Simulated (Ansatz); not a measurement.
Consider the ligand exchange at the Si–C bond: `[SiH3]C1[SiH2]S1` + `NB(N)O` → `NB(N)O[SiH3]` + `C1[SiH2]S1`.

Isolated molecules relaxed with PBE0-D4/def2-TZVP in Ansatz; ΔE leaves out vibrations. CCSD(T)/CBS adds triple-zeta CCSD(T) − MP2 to the extrapolated MP2 energy (def2 sets, frozen cores). Functionals use def2-TZVPP. B3LYP here is the variant with VWN-RPA as its local correlation; programs differ in this. One conformer a species, not always the lowest.

```csv
level,ΔE (kcal/mol),difference from CCSD(T)/CBS
LDA (SPW92),-18.0,1.8
B97M-V,-21.5,-1.7
PBE0-D4,-18.5,1.3
PBE-QIDH,-19.6,0.2
B3LYP,-22.0,-2.2
CAM-B3LYP,-22.6,-2.8
RPA@PBE/def2-TZVPP,-20.3,-0.5
MP2/def2-TZVPP,-19.6,0.2
CCSD(T)/def2-TZVPP,-20.1,-0.3
HF/CBS(def2),-25.7,-5.9
CCSD(T)/CBS,-19.8,0
```

Largest T1 diagnostic among the species: 0.013.

At CCSD(T), def2-SVP lies +1.8 kcal/mol from the extrapolated value and def2-TZVPP −0.3 kcal/mol. In def2-TZVPP, CCSD(T) changes the Hartree–Fock value by +5.2 kcal/mol (the triples alone add +0.8 kcal/mol) and MP2 by +5.7 kcal/mol. Leaving LDA and LC-ωPBE aside and taking each functional with its dispersion term where it has one, the values, not all of them listed here, spread over 4.9 kcal/mol, from BHLYP-D4 to revPBE-D4.
